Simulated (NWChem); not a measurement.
Molecule: borazine (B₃N₃H₆); SMILES N1BNBNB1

```xyz
12

B      1.0224     1.0224     0.0000
N     -0.3643     1.3597     0.0000
B     -1.3966     0.3742     0.0000
N     -0.9954    -0.9954     0.0000
B      0.3742    -1.3966     0.0000
N      1.3597    -0.3643     0.0000
H      1.8779     1.8779     0.0000
H     -0.6261     2.3367     0.0000
H     -2.5652     0.6874     0.0000
H     -1.7106    -1.7106     0.0000
H      0.6874    -2.5652     0.0000
H      2.3367    -0.6261     0.0000
```
Atoms are numbered in this order, from 1.

All runs: NWChem. Medium grid unless said otherwise, to which SCAN and Minnesota functionals are sensitive. Coordinates come from a PBE0/def2-SVP optimisation.

Task: Order these by “orbital gap (eV)”, lowest first: B97-2/def2-SVP; r2SCAN/def2-SVP; PBE/def2-SVP; PW6B95/def2-SVP.

Result: PBE/def2-SVP (6.34), r2SCAN/def2-SVP (6.98), B97-2/def2-SVP (8.35), PW6B95/def2-SVP (8.73)
